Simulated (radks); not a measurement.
Species: V IV. Configuration: [Ar] 3d2. Calculated with a radial shooting solver on a logarithmic mesh with Libxc functionals: Dirac Kohn-Sham, LDA (Slater exchange, Perdew-Wang correlation), spin-unpolarised, spherical densities, finite nucleus; open shells are shared between the two j in proportion to 2j + 1; Fermi nuclear charge, rms radius 3.6002 fm.

Radial electron density D(r) = 4 pi r^2 rho(r):

```
   r/bohr * D(r) (the largest magnitude, 29, reaches the edge; | marks zero)
 0.006479 |     *
 0.008237 |         *
  0.01047 |             *
  0.01331 |                  *
  0.01692 |                         *
  0.02151 |                                 *
  0.02735 |                                         *
  0.03477 |                                                *
  0.04455 |                                                   *
  0.05664 |                                                 *
    0.072 |                                            *
  0.09153 |                                       *
   0.1164 |                                       *
   0.1479 |                                              *
    0.188 |                                                      *
    0.239 |                                                      *
   0.3063 |                                          *
   0.3894 |                          *
    0.495 |                 *
   0.6293 |                  *
      0.8 |                     *
    1.017 |                  *
    1.293 |          *
    1.644 |    *
    2.106 |*
    2.677 *
    3.404 *
    4.327 *
```

D(r) has 3 maxima, at r = 0.0460, 0.214, 0.813 bohr, and minima at 0.103, 0.532 bohr, inside which lie 2.13, 10.48 electrons.
